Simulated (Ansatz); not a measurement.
The cluster Mg6N3. Charge 0, multiplicity 2. Geometry r2SCAN-D4/def2-SVP; atoms count from 1.

```csv
atom,x (Å),y (Å),z (Å)
Mg1,-1.274,-1.050,1.470
Mg2,-0.073,-1.012,-0.950
Mg3,2.066,0.583,-0.526
Mg4,1.954,-1.141,2.336
Mg5,-1.614,0.947,-1.927
Mg6,-0.370,1.270,0.421
N7,-1.856,-0.118,-0.208
N8,0.780,-0.459,0.931
N9,0.387,0.979,-1.547
```

The structure comes from a short search, and lower isomers may exist.

(1) Estimate the Mulliken populations from the PBE0/def2-TZVP orbitals of Ansatz.

(2) Where does the spin sit?

(3) And the Mayer bond orders between heavy atoms (over 0.3)?

## Answers

(1) 
```tsv
atom	charge (e)	spin (α − β)
Mg1	0.29	-0.06
Mg2	0.81	0.10
Mg3	0.29	-0.06
Mg4	0.37	0.66
Mg5	0.29	0.06
Mg6	0.81	0.10
N7	-0.85	0.03
N8	-1.15	0.15
N9	-0.85	0.02
```
Mulliken values depend strongly on the basis.

(2) Summed by element: Mg 0.80, N 0.20, of 1 unpaired in all. Largest on single atoms: Mg4 0.66, N8 0.15, Mg2 0.10.

(3) Mg1–N7 0.97 (2.01 Å); Mg1–N8 0.44 (2.20 Å); Mg2–N7 0.41 (2.13 Å); Mg2–N9 0.41 (2.13 Å); Mg3–N8 0.44 (2.20 Å); Mg3–N9 0.97 (2.01 Å); Mg4–N8 0.80 (1.95 Å); Mg5–N7 0.87 (2.04 Å); Mg5–N9 0.87 (2.04 Å); Mg6–N7 0.41 (2.13 Å); Mg6–N9 0.41 (2.13 Å).
